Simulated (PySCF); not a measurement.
O$_{2}$Zr, charge +1, doublet, at a GFN2-xTB geometry (such geometries of metal compounds can be far from the true shape) (the multiplicity is a formal guess) (core potentials on Zr), with bond 2-1 at 1.6 times its length. Base run: HF/def2-SVP in PySCF.

PySCF was given this input:
```python
from pyscf import gto, scf

mol = gto.M(
    atom='''
Zr   -0.15826003   -0.17493685   -0.22637589
O     2.44035299    1.12022016   -0.39960218
O    -0.67457295    0.24014796    1.46652175
''',
    basis='def2-svp',
    ecp={'Zr': 'def2-svp'},
    charge=1,
    spin=1,
    verbose=4,
)

mf = scf.UHF(mol)
mf.kernel()
```

Each row names what was changed in the base input (with any setting that the change needs).

| change | ΔE vs base (mEh) | outcome |
|---|---|---|
| base | 0.000 | converged |
| level_shift = 0.3 (with mf.max_cycle = 100) | - | not converged |
| conv_tol = 1e-12 | - | not converged |
| init_guess = 1e | - | not converged |
| DIIS = EDIIS | - | not converged |
| conv_tol_grad = 1e-7 | - | not converged |
| init_guess = sap | 29.737 | another SCF solution |
| conv_tol = 1e-4 | 0.020 | converged |
| init_guess = mod_huckel | 2.118 | another SCF solution |
| DIIS = ADIIS | - | not converged |
| init_guess = huckel | - | not converged |
| diis_space = 12 | 0.000 | converged |
| diis_space = 4 | - | not converged |

A guess, shift, damping, solver or small numerical setting can't move a converged solution much, so rows marked as another SCF solution ended in a different state.

Open shells are given as the SCF converged; they aren't shown to be the lowest states, and a large step between rows can be another state.
